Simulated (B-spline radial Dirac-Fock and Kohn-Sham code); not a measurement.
# X-ray scattering factor of Ho⁵⁴⁺

System: holmium as Ho⁵⁴⁺, configuration 1s2 2s2 2p6 3s2 3p1.

These are calculated numbers from a radial atomic solver; the model is configuration-average Dirac-Fock orbitals. f₀ is the Fourier transform of the spherical electron density, S the Waller-Hartree incoherent function, and s = sin θ/λ.

```
s (Å⁻¹)      f₀      S
      0  13.000  0.000
   0.05  12.996  0.006
    0.1  12.985  0.022
   0.15  12.966  0.050
    0.2  12.939  0.089
   0.25  12.905  0.138
    0.3  12.863  0.198
   0.35  12.815  0.267
    0.4  12.759  0.345
   0.45  12.697  0.433
    0.5  12.628  0.529
    0.6  12.471  0.742
    0.7  12.291  0.982
    0.8  12.090  1.241
    0.9  11.870  1.514
      1  11.635  1.796
    1.1  11.387  2.083
    1.2  11.129  2.370
    1.4  10.593  2.930
    1.6  10.046  3.456
    1.8   9.504  3.939
      2   8.982  4.379
    2.5   7.806  5.331
      3   6.837  6.153
    3.5   6.038  6.906
      4   5.351  7.601
      5   4.172  8.797
      6   3.206  9.730
```

f₀ starts at the number of electrons, 13, and has fallen to half at s ≈ 3.21 Å⁻¹. The sum of ⟨r²⟩ over the electrons is 0.2083 bohr².
